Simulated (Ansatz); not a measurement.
Cost and result for the atomization energy of `N[Si](S)(Cl)C=O` (10 atoms, 9 bonds).

```
atom    x (Å)    y (Å)    z (Å)
  N1   0.6182   0.6211   1.2855
 Si2  -0.1520   0.2743  -0.1809
  S3   1.2022   0.4703  -1.8016
 Cl4  -1.7843   1.5185  -0.2964
  C5  -0.8814  -1.4930  -0.3856
  O6  -0.7693  -2.3169   0.4859
  H7   1.4937   0.1746   1.5077
  H8   0.0722   0.8193   2.1089
  H9   1.6270   1.6807  -1.3977
 H10  -1.4262  -1.7488  -1.3258
```

Charge 0, multiplicity 1. The structure was optimised at the PBE0-D4/def2-TZVP level. It is one conformer, not always the lowest. Program: Ansatz. All runs use 4 threads of an Arm Neoverse N1 on a shared host. Times are those of one run each, without the atoms' runs, and a repeat can differ threefold. Electronic energies, without spin–orbit coupling; frozen cores. CCSD(T)/CBS adds CCSD(T) − MP2 in def2-TZVPP to the MP2 limit, and its time is that of the two runs behind it. T1 = 0.013. B3LYP takes the VWN-RPA correlation (the form of Gaussian; ORCA's B3LYP/G).

CCSD(T)/CBS is a level of theory with its own doubt, some kJ/mol a heavy atom from the limit and from the frozen cores, so smaller differences don't rank the functionals.

```json
{"level": "PBE-D4/def2-TZVPP (with forces)", "functions": "275", "wall time": "5.5 s", "atomization (kJ/mol)": "3786.6", "difference from CCSD(T)/CBS": "105.5", "per bond": "11.7"}
{"level": "PBE0-D4/def2-TZVPP", "functions": "275", "wall time": "7.5 s", "atomization (kJ/mol)": "3683.8", "difference from CCSD(T)/CBS": "2.7", "per bond": "0.3"}
{"level": "r2SCAN-D4/def2-TZVPP (with forces)", "functions": "275", "wall time": "10 s", "atomization (kJ/mol)": "3689.4", "difference from CCSD(T)/CBS": "8.3", "per bond": "0.9"}
{"level": "B3LYP-D4/def2-TZVPP (with forces)", "functions": "275", "wall time": "12 s", "atomization (kJ/mol)": "3667.9", "difference from CCSD(T)/CBS": "-13.2", "per bond": "-1.5"}
{"level": "B2PLYP/def2-TZVPP", "functions": "275", "wall time": "13 s", "atomization (kJ/mol)": "3622.1", "difference from CCSD(T)/CBS": "-59.0", "per bond": "-6.6"}
{"level": "ωB97X-V/def2-TZVPP", "functions": "275", "wall time": "18 s", "atomization (kJ/mol)": "3703.3", "difference from CCSD(T)/CBS": "22.2", "per bond": "2.5"}
{"level": "ωB97M-V/def2-TZVPP (with forces)", "functions": "275", "wall time": "26 s", "atomization (kJ/mol)": "3707.2", "difference from CCSD(T)/CBS": "26.1", "per bond": "2.9"}
{"level": "MP2/def2-QZVPP", "functions": "501", "wall time": "52 s", "atomization (kJ/mol)": "3731.5", "difference from CCSD(T)/CBS": "50.4", "per bond": "5.6"}
{"level": "CCSD(T)/def2-TZVPP", "functions": "275", "wall time": "7.9 min", "atomization (kJ/mol)": "3547.7", "difference from CCSD(T)/CBS": "-133.4", "per bond": "-14.8"}
{"level": "CCSD(T)/CBS(def2)", "functions": "–", "wall time": "8.8 min", "atomization (kJ/mol)": "3681.1", "difference from CCSD(T)/CBS": "0.0", "per bond": "0.0"}
```

In def2-TZVPP, CCSD(T) changes the Hartree–Fock value by +1054.0 kJ/mol (the triples alone add +78.8 kJ/mol) and MP2 by +1158.6 kJ/mol; breaking electron pairs costs correlation energy, which Hartree–Fock lacks. The D4 term adds +50.6 kJ/mol with B3LYP and +26.8 kJ/mol with PBE0; it sums over pairs of atoms, weighted by their polarisabilities, and B3LYP, whose exchange is more repulsive, gets the larger term. From PBE to PBE0 (25 % exact exchange), in def2-TZVPP and without D4, the atomization energy moves by −98.4 kJ/mol: exact exchange takes away binding that semilocal exchange gives to molecules.
